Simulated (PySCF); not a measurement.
**SnHCl + F₂ → SnF₂ + HCl**

Level: PBE0 in the def2-TZVP basis family, computed in PySCF with density fitting; scalar-relativistic core potentials for atoms from Rb on, none lighter, no spin–orbit coupling; open shells unrestricted.

```tsv
species	state and structure	E (Eh)	ZPE (kJ/mol)	H(298 K) − H(0) (kJ/mol)	S° (J/(mol K))
SnHCl	singlet, Cs, Sn–Cl 2.370 Å, Sn–H 1.779 Å; Cl–Sn–H 93.3°	-675.00128	15.9	11.3	273.8
F₂	singlet, D∞h, F–F 1.376 Å	-199.40856	6.6	8.7	201.9
SnF₂	singlet, C2v, Sn–F 1.932 Å (×2); F–Sn–F 95.9°	-413.98408	8.3	12.3	282.1
HCl	singlet, C∞v, H–Cl 1.279 Å	-460.66440	17.9	8.7	186.6
```

(1) What is the electronic reaction energy?

(2) Add zero-point, thermal and entropy terms for 298.15 K and 1 bar.

## Answers

(1) At PBE0/def2-TZVP, ΔE = -626.5 kJ/mol from the differences of the total energies times 2625.5, downhill. Fluorination of this kind underlies dry etching and chamber cleaning.

(2) ΔZPE = 3.7 and Δ[H(298) − H(0)] = 1.0 kJ/mol give ΔH° = -621.8 kJ/mol. ΔS° = -7.0 J/(mol K), so ΔG° = -621.8 − 298.15 × (-0.0070) = -620 kJ/mol.

Only the bonding shown was studied: isomers, or loss of a ligand pair, can lie lower.
